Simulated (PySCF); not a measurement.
Compound: C5H2F2.
SMILES with atom numbers: `[F:1][CH:2]=[C:3]=[C:4]=[C:5]=[CH:6][F:7]` (hydrogens: H8 on C2; H9 on C6)

Geometry (PBE0-D3(BJ)/def2-TZVP, Å), atoms numbered from 1 in this order:
```
atom  x, y, z in Å
F1     3.222   -1.156   -1.092
C2     2.214   -1.293   -0.229
C3     1.097   -0.626   -0.342
C4    -0.010   -0.005   -0.386
C5    -1.110    0.630   -0.435
C6    -2.262    1.240   -0.521
F7    -2.495    2.416    0.064
H8     2.431   -2.009    0.557
H9    -3.124    0.863   -1.061
```

Method used: PySCF, PBE0-D3(BJ)/def2-TZVP geometry optimisation, gas phase.

Take the most abundant isotopes and a rigid rotor. 

(1) What are A, B and C (MHz)?

(2) Classify the top.

(3) What does the inertial defect say?

(4) Give the other two planar moments, Paa and Pbb, and the rms extents of the mass along the axes.

(5) Where do the levels up to J = 3 lie, in MHz?

(6) Which lines would a microwave search look for?

Answers

(1) Ia = 24.67, Ib = 663.40, Ic = 668.96 u·Å²; 505379 MHz·u·Å²/I gives A = 20483, B = 761.8, C = 755.5 MHz.

(2) A near-prolate asymmetric top. Ray's parameter κ = (2B − A − C)/(A − C) = -0.999; −1 is the prolate and +1 the oblate limit.

(3) Not planar: Δ = Ic − Ia − Ib = -19.12 u·Å². For a rigid frame Δ = −2 Σ m c², so Σ m c² = 9.56 u·Å² lies off the ab plane: 2.48 from hydrogen and 7.08 from heavier atoms. The atom farthest from that plane is 1.14 Å away.

(4) Paa = Σ m a² = (Ib + Ic − Ia)/2 = 653.84 and Pbb = Σ m b² = (Ia + Ic − Ib)/2 = 15.11 u·Å². With the mass M = 100.01 u, the rms extents √(P/M) along a, b and c are 2.56, 0.39, 0.31 Å.

(5) Above 0(0,0):
J = 1: 1(0,1) 1517, 1(1,1) 21239, 1(1,0) 21245
J = 2: 2(0,2) 4552, 2(1,2) 24267, 2(1,1) 24286, 2(2,1) 83451, 2(2,0) 83451
J = 3: 3(0,3) 9104, 3(1,3) 28809, 3(1,2) 28847, 3(2,2) 88003, 3(2,1) 88003, 3(3,1) 186626, 3(3,0) 186626

(6) The dipole components are |μa| = 0.01 D, |μb| = 1.64 D, |μc| = 0.05 D. Intensities carry the squares of the components, which stand as 0.00 : 1.00 : 0.00 (a : b : c). Some lines, for components of 0.1 D or more:

```tsv
type	branch	J(Ka,Kc)	MHz	lower level (cm⁻¹)
b	Q	1(1,0) ← 1(0,1)	19728	0.051
b	Q	2(1,1) ← 2(0,2)	19734	0.152
b	R	1(1,1) ← 0(0,0)	21239	0.000
b	R	4(1,4) ← 3(0,3)	25762	0.304
b	Q	4(2,2) ← 4(1,3)	59143	1.165
b	Q	3(2,1) ← 3(1,2)	59155	0.962
b	Q	2(2,0) ← 2(1,1)	59165	0.810
b	Q	2(2,1) ← 2(1,2)	59184	0.809
b	Q	4(2,3) ← 4(1,4)	59206	1.163
b	R	2(2,0) ← 1(1,1)	62212	0.708
b	R	4(2,3) ← 3(1,2)	65224	0.962
b	R	4(2,2) ← 3(1,3)	65262	0.961
b	Q	3(3,0) ← 3(2,1)	98624	2.935
b	Q	3(3,1) ← 3(2,2)	98624	2.935
b	Q	4(3,2) ← 4(2,3)	98624	3.138
b	R	4(3,2) ← 3(2,1)	104693	2.935
b	R	4(4,0) ← 3(3,1)	144142	6.225
```

PBE0-D3(BJ)/def2-TZVP frequencies: not computed here. These are rigid-rotor constants of the computed structure; measured ground-state constants (B0) also hold zero-point vibration.

Hardware: one thread of an AMD EPYC 9R45, shared host with 96 logical CPUs at a one-minute load of 47. Cost: 86 s of wall time, 0.98 GiB resident at most. That covers the optimisation of the geometry.
